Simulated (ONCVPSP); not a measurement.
**Before and after: ONCV potential for Zn (Z = 30)**

```json
{
  "Element": "zinc (Zn)",
  "Generator": "ONCVPSP 4.0.1",
  "Type": "optimised norm-conserving Vanderbilt (ONCV)",
  "Functional": "LDA (Perdew-Wang 92)",
  "Relativity": "non-relativistic",
  "Frozen core": "[Ne]",
  "Valence charge": "20",
  "Reference configuration": "3s2 3p6 3d10 4s2",
  "Partial waves": "3s+4s: rc 1.35 bohr, ncon 4, nbas 8, qcut 9.3 1/bohr, 2 projectors; 3p: rc 0.70 bohr, ncon 5, nbas 9, qcut 14.2 1/bohr, 2 projectors, debl 1.7 Ha; 3d: rc 1.20 bohr, ncon 4, nbas 8, qcut 14.1 1/bohr, 3 projectors, debl 3.6 Ha",
  "Local potential": "polynomial inside 0.50 bohr (lpopt 5, dvloc0 6 Ha)",
  "Core correction": "polynomial model core, fcfact 0.55"
}
```

In the p channel the program set the typed energies aside and used -3.022, 0.250 Ha.

Change: all radii but the core radius scaled by about 1.10 (s 1.48, p 0.78, d 1.32 bohr); local potential polynomial inside 0.56 bohr (lpopt 5, dvloc0 6 Ha).

Cutoffs: the cutoffs (Ha) at which the residual kinetic energy of the hardest occupied pseudo-wave falls to 1 and 0.1 mHa per electron; they do not see the model core or the augmentation charge, which bear on the density cutoff. Errors are all-electron minus pseudo energies relative to the spin-unpolarised reference configuration.

Problem. What does the change do?

Solution. The potential gets softer (95 Ha and 309 Ha → 85 Ha and 193 Ha); of the 4 tests that both files solve, the error grows in 3 and shrinks in 0 by more than 15 % and 0.3 meV (median size 4.4 → 7.4 meV); neither file shows a bound ghost. A larger radius leaves more room for a smooth pseudo-wave, so fewer plane waves are needed. More of the atom is replaced by a form fitted at one configuration, so other configurations suffer.

```tsv
quantity	base	changed
cutoff, loose	95 Ha	85 Ha
cutoff, tight	309 Ha	193 Ha
loose cutoff by channel	s 17 Ha, p 95 Ha, d 75 Ha	s 19 Ha, p 85 Ha, d 69 Ha
bound ghosts	none	none
GHOST(+) flags under 300 eV	s at 224.9 eV	s at 263.6 eV
error for 3s2 3p6 3d10 4s1, meV [ΔE 9.96 eV]	+0.8	+0.9
error for 3s2 3p6 3d10 4s0, meV [ΔE 28.35 eV]	+4.0	+4.9
error for 3s2 3p6 3d9 4s0, meV [ΔE 69.53 eV]	+4.8	+10.0
error for 3s2 3p6 3d9 4s2, meV [ΔE 18.70 eV]	+23	+33
rms error of d²Exc/dni dnj with the model core, mHa	1.44	1.33
```
